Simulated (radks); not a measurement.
Results of a calculation; reference values are marked as such.
Valence configurations of S II (all share [Ne]). Level of theory: non-relativistic Kohn-Sham, TPSS, spin-polarised, spherical densities, point nucleus; open shells are filled with parallel spins first; meta-GGA in the generalised Kohn-Sham scheme (a radial shooting solver on a logarithmic mesh with Libxc functionals). Energies are relative to 3s2 3p3; eigenvalues in eV for spin up.

[
 {"valence": "3s2 3p3", "E (eV)": "0.000", "moment (Bohr magnetons)": "3", "e(3p)": "-18.115", "e(3s)": "-29.196"},
 {"valence": "3s1.5 3p3.5", "E (eV)": "5.340", "moment (Bohr magnetons)": "3", "e(3p)": "-18.467", "e(3s)": "-29.617"},
 {"valence": "3s1 3p4", "E (eV)": "10.671", "moment (Bohr magnetons)": "3", "e(3p)": "-18.811", "e(3s)": "-30.027"},
 {"valence": "3s0.5 3p4.5", "E (eV)": "17.844", "moment (Bohr magnetons)": "2", "e(3p)": "-18.712", "e(3s)": "-29.869"},
 {"valence": "3p5", "E (eV)": "24.317", "moment (Bohr magnetons)": "1", "e(3p)": "-18.501", "e(3s)": "-"}
]

NIST lists [Ne] 3s2 3p3 as the ground configuration; this level of theory agrees among the configurations tried. The energies are those of spherical high-spin densities, not of single terms.
